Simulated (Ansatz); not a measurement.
`[CH3][Sc]([CH3])[Cl]` and `[CH3][Y]([CH3])[Cl]` differ in one element.

Ansatz, PBE0-D4/def2-TZVP geometries, multiplicity 1. 

Elements past krypton have def2 core potentials. Scalar relativity is left out up to krypton.

```csv
property,`[CH3][Sc]([CH3])[Cl]`
HOMO energy (B3LYP/def2-TZVPP) / eV,-6.95
size of the dipole moment (PBE/def2-TZVPP) / D,1.70
HOMO energy (ωB97M-V/def2-TZVPP) / eV,-9.51
LUMO energy (PBE/def2-TZVPP) / eV,-3.24
HOMO–LUMO gap (B3LYP/def2-TZVPP) / eV,4.29
HOMO–LUMO gap (PBE0/def2-TZVPP) / eV,4.93
```

Q: Give the same properties after the change, and the shifts. (Estimate.)

A: Computed: 
```tsv
property	`[CH3][Y]([CH3])[Cl]`	shift
HOMO energy (B3LYP/def2-TZVPP) / eV	-6.54	0.41
size of the dipole moment (PBE/def2-TZVPP) / D	3.75	2.05
HOMO energy (ωB97M-V/def2-TZVPP) / eV	-9.03	0.48
LUMO energy (PBE/def2-TZVPP) / eV	-2.82	0.42
HOMO–LUMO gap (B3LYP/def2-TZVPP) / eV	4.10	-0.19
HOMO–LUMO gap (PBE0/def2-TZVPP) / eV	4.67	-0.26
```

With PBE0 the HOMO rises by 0.41 eV and the LUMO rises by 0.16 eV, so the gap narrows by about 0.25 eV. PBE moves the HOMO by 0.32 eV and ωB97M-V by 0.48 eV. Dipoles are sizes alone; their direction can turn.

B3LYP here is the variant with VWN-RPA as its local correlation; programs differ in this.
